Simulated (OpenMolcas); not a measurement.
# Mn2+, Tc2+, Re2+: d⁵ down the group

```yaml
Program: OpenMolcas 26.06
Method: MS-CASPT2, IPEA 0.25 Eh, imaginary shift 0.1 Eh
Basis: ANO-RCC-VTZP
Scalar_Hamiltonian: DKH2, point nucleus
Spin-orbit_coupling: RASSI with atomic mean-field integrals over the reference wave functions, term energies averaged over their components
```

Active space for each ion: 5 electrons in 5 orbitals (d); closed shells correlated by CASPT2: Mn2+ 3s 3p; Tc2+ 4s 4p; Re2+ 5s 5p.

Computed levels in cm-1 above ⁶S_5/2:

| Level | Mn2+ | Tc2+ | Re2+ |
| --- | --- | --- | --- |
| ⁴G_7/2 | 28720 | 21100 | 19400 |
| ⁴G_11/2 | 28730 | 21160 | 20240 |
| ⁴G_9/2 | 28730 | 21190 | 20710 |
| ⁴P_1/2 | 31480 | 23840 | 21760 |
| ⁴D_7/2 | 34290 | 24810 | 23750 |
| ⁴D_1/2 | 34340 | 25380 | 26450 |
| ²I_11/2 | 42160 | 31210 | 29390 |
| ²I_13/2 | 42210 | 31550 | 31720 |
| ²H_9/2 | 50160 | 39290 | 36440 |
| weight of ⁶S in the lowest level (%) | 100 | 99 | 91 |

Mixed levels, with the weight of the term that names them: Tc2+ ⁴P_1/2 (75 %), Tc2+ ²H_9/2 (56 %), Re2+ ⁴G_7/2 (71 %), Re2+ ⁴P_1/2 (61 %), Re2+ ⁴D_7/2 (75 %), Re2+ ⁴D_1/2 (64 %), Re2+ ²H_9/2 (51 %).

Measured, with the error of the calculation in %. Measured levels: Mn2+ from Corliss and Sugar, J. Phys. Chem. Ref. Data 6, 1253 (1977); Re2+ from the list in Brasseur, Gamrath and Quinet, At. Data Nucl. Data Tables 157, 101636 (2024).

| Level | Mn2+ | Re2+ |
| --- | --- | --- |
| ⁴G_7/2 | 26860 (+6.9) | 16890 (+14.9) |
| ⁴G_11/2 | 26824 (+7.1) | 18020 (+12.3) |
| ⁴G_9/2 |  | 18346 (+12.9) |
| ⁴D_7/2 | 32307 (+6.1) | 20453 (+16.1) |
| ⁴D_1/2 | 32369 (+6.1) |  |
| ²I_11/2 | 39174 (+7.6) | 26170 (+12.3) |
| ²I_13/2 | 39176 (+7.7) | 28588 (+11.0) |
| ²H_9/2 | 46516 (+7.8) |  |

Without spin-orbit coupling ⁴G lies 28720, 21130, 19980 cm-1 above ⁶S in that order; the difference to the level ⁴G_7/2, of either sign, comes from spin-orbit coupling, which also lowers the zero.

Term energies are means over components that CASPT2 splits; among the terms shown or strongly mixed into the levels shown the widest spread is 700 cm-1 (5d⁵ ⁴F, Re2+). Blocks of more than 70 roots (2S+1 = 2 even) ran without multistate coupling. Terms from blocks run as CI alone lack orbitals of their own. Levels of configurations with an s electron are missing; early in the row they begin among the upper levels of the d shell and mix with terms of their name (holds for Tc2+). Configurations with an s electron lie low in 5d ions of this charge, fall among these levels and mix in, so low-spin terms can stand far too high, up to twice their true height, and weights are not those of the real levels (holds for Re2+). The CASPT2 spread within a term exceeds the gap to the next term for 5d⁵ ⁴F and 5d⁵ ²F(1), so the order of their levels is uncertain, and so are names and mixing where such terms share a J (holds for Re2+). Some terms miss by over 15 % even with CASPT2, which points to a basis or an active space too small for the shells correlated (holds for Re2+). Measured partners are found by configuration, term and J. A level has none where our copy of the source lacks it or the pairing is in doubt (some pairs that miss far off the trend of their configuration count as doubtful), and it then counts in no deviation. Only configurations of the active space appear.

A number in round brackets counts repeated terms of one configuration in the order of the reference energies.
